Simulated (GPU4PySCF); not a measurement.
A structure optimised at PBE-D3(BJ)/def2-TZVP, used in a GPU4PySCF frequency run:

```xyz
25

C      4.0222    -0.3628    -0.6818
C      3.0286    -1.2599    -1.0809
C      1.7139    -1.0977    -0.6463
C      1.3858    -0.0178     0.1833
N      0.0568     0.1515     0.6420
C     -0.3242     0.4665     1.9400
N     -1.6216     0.5471     2.1092
C     -2.1602     0.2804     0.8554
C     -3.4984     0.2543     0.4451
C     -3.7669    -0.0198    -0.8933
C     -2.7288    -0.2555    -1.8164
C     -1.3889    -0.2364    -1.4312
C     -1.1263     0.0231    -0.0842
C      2.3768     0.8896     0.5785
C      3.6921     0.7071     0.1527
H      5.0501    -0.4967    -1.0208
H      3.2798    -2.1031    -1.7260
H      0.9424    -1.8150    -0.9263
H      0.4256     0.5926     2.7180
H     -4.2955     0.4510     1.1628
H     -4.8009    -0.0472    -1.2402
H     -2.9778    -0.4555    -2.8596
H     -0.5911    -0.4052    -2.1545
H      2.1071     1.7441     1.2004
H      4.4602     1.4168     0.4637
```

Task: Write its SMILES and formula.

Result: c1ccc(-n2cnc3ccccc32)cc1, C13H10N2

Task: What are its rotational constants (standard atomic weights)?

Result: 1.5337, 0.39284, 0.32750 GHz
